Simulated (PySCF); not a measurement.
## Spin–spin coupling constants

Geometry:
```
atom   x (Å)   y (Å)   z (Å)
  C1  -1.405   0.683  -0.081
  B2  -0.545  -0.661   0.116
 As3   1.488  -0.201  -0.009
  H4  -2.472   0.412  -0.009
  H5  -1.227   1.449   0.693
  H6  -1.272   1.162  -1.066
  H7  -0.561  -1.171   1.231
  H8  -0.611  -1.498  -0.777
  H9   2.048   0.398  -1.280
 H10   2.101   0.772   0.973
 H11   2.466  -1.338   0.156
```

Method: B3LYP/pcJ-1 (pcSseg-1 on As) (spin–dipole term only in couplings to heteroatoms)//PBE0-D3(BJ)/def2-SVP, PySCF 2.14.0 with density-fitted response routines; isolated molecule, single conformer, non-relativistic. Couplings are averaged over pairs made equivalent by symmetry, fast rotation or ring inversion, so a value needn't be that of the named pair in this geometry, while other rotamers aren't included; one pair stands for each set, and the list holds those of at least 1.5 Hz over up to four bonds.

Isotopes: 13C, 1H, 11B.

```tsv
pair	bonds	J (Hz)
C1, B2	1	54.4
C1, H4	1	125.1
B2, H7	1	?
B2, H4	2	-4.8
H4, H5	2	-14.5
H7, H8	2	?
H9, H10	2	-4.8
C1, H9	3	3.5
H4, H7	3	7.5
H7, H9	3	?
```

Question: Estimate the withheld couplings, with signs.

Answer: 
- 1J(B2,H7) = 120.7 Hz (bond length 1.226 Å)
- 2J(H7,H8) = -10.6 Hz (angle at B2 112°)
- 3J(H7,H9) = 7.8 Hz (mean over equivalent pairs that range from -1.0 to 25.3 Hz in this conformer)

Relativistic effects of the heavier atoms present are left out.
